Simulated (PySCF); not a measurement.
**Krypton: a sound run and one with changed settings**

Sound run: Kr+ [Ar] 3d10 4s2 4p5, Kr(2+) [Ar] 3d10 4s2 4p4. Computed with PySCF 2.14 in aug-cc-pVDZ-PP with ECP10MDF (5s4p3d, 32 functions), with scalar relativity through the core potential. The sound run starts from symmetry-adapted Hartree-Fock orbitals and uses a fine grid where one is needed.

A second run was set up differently.

```csv
species,method,sound run (hartree),changed run (hartree),converged
Kr+,UHF,-461.69702,-461.69702,yes
Kr+,M06-2X,-463.22266,-463.22255,yes
Kr+,r2SCAN,-462.90684,-462.90752,yes
Kr(2+),UHF,-460.84273,-460.84273,yes
Kr(2+),M06-2X,-462.33673,-462.33776,yes
Kr(2+),r2SCAN,-462.00978,-462.01145,yes
```

Ionisation energy of Kr+:

```tsv
method	sound run (eV)	changed run (eV)
UHF	23.246	23.246
M06-2X	24.107	24.076
r2SCAN	24.410	24.383
```

(1) What was changed?
A. angular grid far too coarse
B. level shift left on
C. a valence shell is frozen
D. minimal basis

Answers

(1) A. It used 26 angular points. A coarse angular grid integrates products of high-l functions wrongly, so density functionals can shift, and the SCF can exploit the error; Hartree-Fock and MP2 need no grid.
